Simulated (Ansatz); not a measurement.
Z-matrix (Å, degrees):
```
I
```
Charge 0, spin multiplicity 2.

Calculation: frozen-core CCSD(T)/def2-TZVPP in Ansatz (a first-principles code).

| Quantity | Result |
|---|---|
| HF energy | -296.65857 Ha |
| MP2 correlation energy | -0.46709 Ha |

### Question
Estimate the CCSD correlation energy, the (T) correction, the total energy and the T1 diagnostic.

### Answer

The CCSD correlation energy is -0.44598 Ha, the (T) correction is -0.00715 Ha and the CCSD(T) total energy comes out as -297.11169 Ha. The T1 diagnostic comes out as 0.007.
